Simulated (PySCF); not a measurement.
C5H4BF3O3.
Atom-mapped SMILES: `[O:1]=[C:2]([C:3]1=[O+:4][BH2-:5][O:6][CH:7]=[CH:8]1)[C:9]([F:10])([F:11])[F:12]` (hydrogens: H13, H14 on B5; H15 on C7; H16 on C8)

Structure used (PBE0-D3(BJ)/def2-SVP), in Å, numbered top down from 1:
```xyz
16
C5H4BF3O3 angstrom
O      1.7927    0.0224    1.9733
C      1.4256   -0.3055    0.8826
C      0.0792    0.1190    0.3319
O     -0.2127   -0.2933   -0.8310
B     -1.5325    0.0500   -1.5508
O     -2.3713    0.9024   -0.5729
C     -1.9841    1.2574    0.5720
C     -0.7422    0.9143    1.1195
C      2.3175   -1.1863   -0.0246
F      2.5955   -0.5441   -1.1528
F      1.6966   -2.3241   -0.3110
F      3.4493   -1.4640    0.5967
H     -2.1321   -0.9841   -1.7606
H     -1.2719    0.7340   -2.5198
H     -2.6979    1.8698    1.1437
H     -0.4286    1.2299    2.1116
```

All values: PBE0/pcSseg-1 (PySCF, non-relativistic), on one gas-phase PBE0-D3(BJ)/def2-SVP geometry that isn't relaxed in the solvent. The solvent is an IEF-PCM continuum (cavity from Bondi-type radii × 1.2). Specific hydrogen bonds and non-electrostatic terms are outside this model.

| run | E − E(gas) (kcal/mol) | HOMO (eV) | HOMO–LUMO gap (eV) | dipole (D) |
| --- | --- | --- | --- | --- |
| gas | 0.00 | -7.44 | 3.47 | 3.61 |
| P | -5.01 | -7.34 | 3.62 | 4.45 |
| Q | -6.81 | -7.32 | 3.67 | 4.75 |

Question: The runs were made in acetone and chloroform. Which run belongs to which solvent?

Answer: P = chloroform, Q = acetone. The dielectric constants are 4.711 (chloroform), 20.49 (acetone), and the energy falls further as ε rises. In this model the ground state sees the solvent through ε alone.

Question: How constant is the ratio of the lowering to (ε − 1)/(2ε + 1)?

Answer: 
| solvent | (ε − 1)/(2ε + 1) | E − E(gas) (kcal/mol) | ratio (kcal/mol) | polarisation term (kcal/mol) |
| --- | --- | --- | --- | --- |
| chloroform | 0.356 | -5.01 | -14.1 | -5.69 |
| acetone | 0.464 | -6.81 | -14.7 | -8.07 |

The ratio changes by +4.3 % in size from chloroform to acetone. The polarisation term is half the interaction of the solute with the induced surface charges.
